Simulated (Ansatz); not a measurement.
Species: HSe, net charge -1, singlet state. 
Geometry from a B3LYP-D3(BJ)/def2-TZVP (Ansatz, a program for electronic structure) optimisation:
```
Se
H 1 1.4783
```
Charge -1, spin multiplicity 1.

### Question
Give the harmonic wavenumbers at B3LYP-D3(BJ)/def2-TZVP (Ansatz, finite differences of forces, unscaled).

### Answer
2325 cm⁻¹. Zero-point energy 3.3 kcal/mol.

### Question
From these and the geometry, give the ideal-gas thermochemistry at 298.15 K and 1 atm (rigid rotor, harmonic oscillator).

### Answer
Point group C∞v, rotational symmetry number 1. Rotational constants 232.3, 232.3 GHz. S(trans) 39.05, S(rot) 8.52, S(vib) 0.00, S(elec, spin only) 0.00, S 47.6 cal/(mol K). H(298) - H(0) 2.07 kcal/mol; G - E(el) -8.8 kcal/mol.
